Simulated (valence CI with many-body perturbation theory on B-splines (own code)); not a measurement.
Tm28+: one-electron terms

Calculated by configuration interaction combined with many-body perturbation theory (CI+MBPT): five valence electrons over a frozen Dirac-Fock core [Kr], a basis of 7 s, 7 p, 8 d, 6 f, 4 g, 1 h functions for each j, with the one-electron correlation potential Σ1 (screened to all orders), the two-electron term Σ2, the three-electron term Σ3, Breit, model QED; selected single and double excitations, second order for the rest (own B-spline code, finite nucleus).

No measured spectrum was set against this ion. As an estimate, large intervals hold to a few tenths of a per cent, small ones and those within an open d or f shell to about a per cent. Only levels of the ground parity were solved; by the run's estimate the other parity begins above the list, which can be wrong where configurations are misplaced.

These are the spectroscopic orbitals of the CI (the correlating ones are not listed), shaped by the core and the other valence electrons. h is the expectation value of the core's Dirac-Fock operator, without the valence repulsion; Σ1 is computed up to l = 3 at one energy for each symmetry, that of its lowest orbital but kept below the first core excitation, so for empty shells it is not the orbital's own correlation shift; Breit and QED include the response of the core.

```tsv
Orbital	h (hartree)	Σ1 (cm⁻¹)	Breit (cm⁻¹)	QED (cm⁻¹)	⟨r⟩ (bohr)
5s1/2	-31.676	-10678	2930	2281	0.8373
6s1/2	-20.406	-4155	1540	1207	1.300
7s1/2	-14.266	-2137	888	706	1.870
5p1/2	-30.162	-10405	4492	-13.0	0.8544
6p1/2	-19.6	-4227	2424	-4.7	1.329
7p1/2	-13.786	-2219	1423	-2.1	1.911
5p3/2	-29.211	-9332	2641	203	0.8849
6p3/2	-19.104	-3907	1446	113	1.365
7p3/2	-13.493	-2077	926	67.6	1.954
4d3/2	-46.045	-21702	4963	-582	0.4830
5d3/2	-26.783	-9470	2038	-191	0.9012
6d3/2	-17.802	-4322	1085	-98.7	1.412
4d5/2	-45.56	-21052	2782	-320	0.4894
5d5/2	-26.578	-9345	1201	-90.2	0.9090
6d5/2	-17.693	-4264	646	-45.8	1.421
4f5/2	-39.24	-43041	777	-448	0.4677
5f5/2	-23.963	-9251	451	-151	0.9229
4f7/2	-39.129	-39189	-419	-364	0.4701
5f7/2	-23.913	-9061	-25.5	-116	0.9254
5g7/2	-22.095		-117	-54.1	0.8896
5g9/2	-22.081		-206	-42.5	0.8905
```

Among the shells of the start configuration 4d5, Σ1 is largest in size for 4d3/2, where it is 0.21 % of h.

Lowest root of each symmetry, sizes in configuration state functions:

```csv
J,Parity,Roots,Reference,Variational,Second order,Change by selected CI (cm⁻¹),Change by second order (cm⁻¹)
1/2,even,4,86,22958,289366,-9170,-28
3/2,even,7,153,26074,626023,-8723,-76
5/2,even,10,197,27125,960336,-7795,-114
7/2,even,7,205,25134,931372,-8556,-202
9/2,even,5,190,25083,858790,-8840,-207
11/2,even,3,154,25310,685490,-8759,-82
13/2,even,1,114,20121,495111,-9070,-39
```
